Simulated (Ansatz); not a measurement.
Relaxation of GeH4O2 (7 atoms, charge 0, multiplicity 1), to a largest force component of 0.02 eV/Å in at most 40 steps.

Method: RKS PBE-D4/def2-SVP (Ansatz 0.2.0).

```xyz
7
Properties=species:S:1:pos:R:3
Ge 0.000 0.000 0.000
O 0.000 0.000 1.770
H -0.909 -0.281 2.107
H 1.462 0.000 -0.516
H -0.730 1.265 -0.516
O -0.834 -1.444 -0.589
H -1.288 -1.910 0.183
```

Task: Where does it end, and by what steps?

Result: It converged. After 9 steps the energy has fallen by 0.244 eV; H7 moved furthest, 0.73 Å.

```json
{"step": "0", "energy less start (eV)": "0.0000", "largest force component (eV/Å)": "1.393", "accepted": "yes"}
{"step": "1", "energy less start (eV)": "-0.0963", "largest force component (eV/Å)": "1.493", "accepted": "yes"}
{"step": "2", "energy less start (eV)": "-0.1334", "largest force component (eV/Å)": "1.301", "accepted": "yes"}
{"step": "3", "energy less start (eV)": "-0.1890", "largest force component (eV/Å)": "0.508", "accepted": "yes"}
{"step": "4", "energy less start (eV)": "-0.2212", "largest force component (eV/Å)": "0.219", "accepted": "yes"}
{"step": "5", "energy less start (eV)": "-0.2322", "largest force component (eV/Å)": "0.195", "accepted": "yes"}
{"step": "6", "energy less start (eV)": "-0.2398", "largest force component (eV/Å)": "0.093", "accepted": "yes"}
{"step": "7", "energy less start (eV)": "-0.2390", "largest force component (eV/Å)": "0.133", "accepted": "no"}
{"step": "8", "energy less start (eV)": "-0.2428", "largest force component (eV/Å)": "0.091", "accepted": "yes"}
{"step": "9", "energy less start (eV)": "-0.2440", "largest force component (eV/Å)": "0.011", "accepted": "yes"}
```

```xyz
7
Properties=species:S:1:pos:R:3
Ge -0.088 -0.015 0.050
O 0.020 -0.028 1.846
H -0.853 0.159 2.239
H 1.380 -0.234 -0.391
H -0.765 1.269 -0.490
O -1.178 -1.324 -0.528
H -0.815 -2.198 -0.288
```

Whether the end is a true minimum wasn't checked by a vibrational analysis.

The run took 20 s on 1 thread of Arm Neoverse V1 (shared host), peak memory 0.14 GiB.
